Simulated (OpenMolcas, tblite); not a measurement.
CH4BNO (SMILES [H]/N=C/BO): methods side by side

CH4BNO: 8 atoms, total charge 0, spin state singlet. SMILES: `[H]/N=C/BO`. The shape is that of a GFN2-xTB optimisation. This is one conformer, not always the lowest.

```xyz
8

N    -0.9517    0.7902   -0.6074
C     0.0694    0.7321    0.1367
B     0.6772   -0.7165    0.4136
O     0.0796   -1.7537   -0.1465
H    -1.3369    1.7193   -0.7813
H     0.5276    1.6301    0.5798
H     1.6188   -0.9009    1.0839
H    -0.6842   -1.5007   -0.6787
```

Each level gives the dipole moment (D). The values are calculated.

```
                             level            kind     program  value (D)   CPU time
                          GFN1-xTB  semi-empirical      tblite       2.90  under 2 s
                          GFN2-xTB  semi-empirical      tblite       1.53  under 2 s
                         IPEA1-xTB  semi-empirical      tblite       2.33  under 2 s
                       HF/ANO-L-MB    Hartree–Fock  OpenMolcas       2.68        2 s
                         HF/STO-3G    Hartree–Fock  OpenMolcas       1.78      1.6 s
                          HF/3-21G    Hartree–Fock  OpenMolcas       2.80      1.9 s
                       HF/def2-SVP    Hartree–Fock  OpenMolcas       2.41      4.6 s
                    BLYP/6-311+G**             GGA  OpenMolcas       2.20       52 s
B3LYP/6-31G* (spherical functions)   global hybrid  OpenMolcas       2.12       22 s
B3LYP/6-31G* (Cartesian functions)   global hybrid  OpenMolcas       2.13       24 s
```

The values span 1.53 to 2.90 D. Sets without polarisation functions give poor dipoles. Without the sets that lack polarisation functions the rows with a basis span only 2.12 to 2.41 D. CPU times are rough (shared hosts, several kinds of processor): they show what a rung costs within a factor of a few.
